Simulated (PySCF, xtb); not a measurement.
O₂Zr, SMILES [O]=[Zr]=[O] (connectivity only; charge and spin as stated), charge -1, multiplicity 2.

Harmonic wavenumbers (cm⁻¹) from GFN2-xTB in xtb at its own minimum, in rising order: 189, 708, 718.

Problem. What does PBE0-D3(BJ)/def2-TZVPD run with PySCF give at its own minimum? (Estimate from the structure and the level; the computed values follow.)

Solution. 288, 821, 896. Paired by order, the mean absolute difference is 130 cm⁻¹ and the zero-point energies are 2.3 and 2.9 kcal/mol.
